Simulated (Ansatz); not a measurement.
A single point on C₆H₇F₅O₂Ti, SMILES `CC1=CC(C(F)(F)F)=[O+][Ti-]([CH3])([F])([F])[O]1`.

```yaml
crystal:
  periodic: [false, false, false]
  atoms:
    - {symbol: C, position_ang: [-1.750213, -1.907433, 1.741125]}
    - {symbol: C, position_ang: [-0.964952, -0.890566, 0.987306]}
    - {symbol: C, position_ang: [-1.517279, -0.218453, -0.104012]}
    - {symbol: C, position_ang: [-0.781411, 0.757577, -0.753396]}
    - {symbol: C, position_ang: [-1.397550, 1.524817, -1.930329]}
    - {symbol: F, position_ang: [-1.442781, 2.825323, -1.656674]}
    - {symbol: F, position_ang: [-0.656427, 1.351667, -3.022748]}
    - {symbol: F, position_ang: [-2.637291, 1.115860, -2.204138]}
    - {symbol: O, position_ang: [0.389007, 1.111882, -0.473368]}
    - {symbol: Ti, position_ang: [1.747951, 0.461685, 0.911567]}
    - {symbol: C, position_ang: [2.907940, 0.045362, -0.733958]}
    - {symbol: F, position_ang: [2.748861, -0.503119, 2.004302]}
    - {symbol: F, position_ang: [2.011561, 2.100360, 1.479274]}
    - {symbol: O, position_ang: [0.216715, -0.678670, 1.406124]}
    - {symbol: H, position_ang: [-2.741743, -2.059137, 1.319377]}
    - {symbol: H, position_ang: [-1.838768, -1.586132, 2.782000]}
    - {symbol: H, position_ang: [-1.200342, -2.851448, 1.746461]}
    - {symbol: H, position_ang: [-2.522947, -0.440501, -0.422977]}
    - {symbol: H, position_ang: [2.794240, 0.812406, -1.499932]}
    - {symbol: H, position_ang: [2.565366, -0.920485, -1.122429]}
    - {symbol: H, position_ang: [3.945764, -0.040390, -0.406476]}
basis:
  gaussian: {orbitals: def2-QZVPP}
correlation: {method: mp2}
```

```sh
$ ansatz run in.yaml --threads 11 --pin off --events-out ev --progress --plain --max-ram 166912MiB --backend cuda --devices 0, --max-vram 75GiB
```

Shortened log:

```
Functional definition: HF
6507 factors; integrals over basis functions are off by at most 8.5e-4 eV
mean field evaluation 1: about -46985.3470 eV, gradient 8.9e1 eV
mean field evaluation 2: about -46985.7363 eV, gradient 8.9e1 eV
mean field evaluation 4: about -47000.5545 eV, gradient 1.2e1 eV
mean field evaluation 8: about -47000.9401 eV, gradient 1.5e0 eV
mean field evaluation 16: about -47000.9533 eV, gradient 1.9e-6 eV
mean field -47000.95330208 eV, -1727.2531754611 hartree, gradient 1.9e-6 eV, S^2 0.000000; 0 other end points of the search recorded, 0 dependent functions left out
18 core orbitals not correlated: weight in the atoms' cores, before any rotation towards them, 1.000 or more for the frozen orbitals, at most 0.000 for the correlated occupied ones
reference -47000.95330208 eV, -1727.2531754611 hartree; 45, 45 occupied and 981, 981 virtual orbitals, 6507 factors
second order -91.25030994 eV of doubles, -0.00000000 eV of singles
Total energy: -47092.20361203 eV, -1730.6065624999 hartree
```

Run time 7 s (11 threads of an AMD EPYC 7R13 on a shared host and a whole NVIDIA H100 80 GB); peak host memory 1.9 GiB.
